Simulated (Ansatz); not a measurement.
C2H8AsN, SMILES `CC[AsH]N`, relaxed with RKS PBE-D4/def2-SVP in the Gaussian-basis code of Ansatz from a rough embedded geometry. The force threshold is 0.03 eV/Å; the program also tests the step.

Total charge 0; spin multiplicity 1.

Start:

```xyz
12

C     1.139    0.262   -1.394
C    -0.151    0.116   -0.653
As    0.227   -0.712    1.071
N    -1.429   -0.346    1.798
H     0.895    0.715   -2.443
H     1.857    0.932   -0.930
H     1.622   -0.720   -1.613
H    -0.573    1.102   -0.486
H    -0.845   -0.489   -1.200
H     0.835    0.648    1.679
H    -2.137   -1.034    1.367
H    -1.440   -0.474    2.805
```

```
         step  energy (eV)  largest force (eV/Å)  largest move (Å)
            1  -64511.1357                 2.166             0.000
            2  -64511.3977                 0.934             0.129
            3  -64511.4647                 0.245             0.102
            4  -64511.4749                 0.203             0.081
            5  -64511.4751                 0.635             0.157
            6  -64511.4975                 0.165             0.159
 7 (rejected)  -64511.4479                 0.744             0.200
            8  -64511.5074                 0.116             0.100
            9  -64511.5157                 0.220             0.098
10 (rejected)  -64511.5142                 0.630             0.144
           11  -64511.5214                 0.170             0.072
           12  -64511.5279                 0.107             0.075
           13  -64511.5371                 0.097             0.113
14 (rejected)  -64511.5356                 0.373             0.169
           15  -64511.5444                 0.076             0.084
           16  -64511.5501                 0.163             0.083
           17  -64511.5562                 0.057             0.127
           18  -64511.5576                 0.062             0.114
           19  -64511.5581                 0.021             0.014
```

End:

```xyz
12

C     1.172    0.369   -1.427
C    -0.147    0.122   -0.698
As    0.079   -0.991    0.943
N    -1.616   -0.614    1.663
H     1.016    0.938   -2.367
H     1.883    0.952   -0.805
H     1.676   -0.582   -1.701
H    -0.639    1.073   -0.406
H    -0.869   -0.431   -1.332
H     0.954    0.089    1.654
H    -1.816   -1.264    2.434
H    -1.692    0.339    2.042
```

Run time 26 s (4 threads of an Arm Neoverse V1 on a shared host); peak host memory 0.17 GiB.
